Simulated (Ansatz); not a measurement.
Job for Ansatz (an electronic-structure program): R-wB97M-V/def2-TZVPPD on C2H8Si (a complex), monomers drawn apart or pushed together. Files ending in .json are basis or fitting sets from the Basis Set Exchange.

Ansatz 0.2 input:
```yaml
crystal:
  periodic: [false, false, false]
  atoms:
    - {symbol: Si, position_ang: [-0.12315732, -0.18564680, -0.10546491]}
    - {symbol: H, position_ang: [-1.16259986, 0.76680909, 0.34192555]}
    - {symbol: H, position_ang: [-0.18361018, -0.31357874, -1.58152181]}
    - {symbol: H, position_ang: [-0.35964253, -1.51124081, 0.50651735]}
    - {symbol: H, position_ang: [1.21492303, 0.31392981, 0.27995126]}
    - {symbol: C, position_ang: [0.36563466, -0.41301184, 4.08878698]}
    - {symbol: C, position_ang: [-0.09309250, 0.82657207, 3.99938514]}
    - {symbol: H, position_ang: [1.40301322, -0.65190280, 3.88847773]}
    - {symbol: H, position_ang: [-0.27785009, -1.24042520, 4.36172659]}
    - {symbol: H, position_ang: [-1.13129890, 1.06537099, 4.19518798]}
    - {symbol: H, position_ang: [0.54992428, 1.65291619, 3.72198643]}
basis:
  gaussian:
    orbitals: def2-TZVPPD.json
hamiltonian:
  xc: {name: wB97M-V}
scf: {lower_state_search: off}
```

Task: Predict the final total energy.

Result: -370.4164 hartree.

Task: How many basis functions does it have, and what does it roughly cost on one machine?

Result: 258 functions; around 10 core-seconds (rough).
